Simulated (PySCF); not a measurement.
SiFCl3, SMILES Cl[Si](Cl)(F)Cl.

Geometry optimised at B3LYP-D3(BJ)/def2-SVP.

Level of theory: PySCF with ωB97X/def2-TZVP.

Computed frontier levels, gap, dipole moment and polarisability:
```
Quantity                                                                                                        Value
---------------------------------------------------------------------------------------------  ----------------------
highest occupied level                                                                                      -12.10 eV
lowest empty level                                                                                            1.62 eV
orbital gap                                                                                                  13.72 eV
dipole moment                                                                                                  0.62 D
quadrupole, principal values (traceless, Buckingham form, about the centre of nuclear charge)   -2.67, 1.33, 1.33 D·Å
mean static polarisability                                                                       54.7 bohr³ (8.11 Å³)
polarisability, principal values                                                               44.8, 59.7, 59.7 bohr³
```
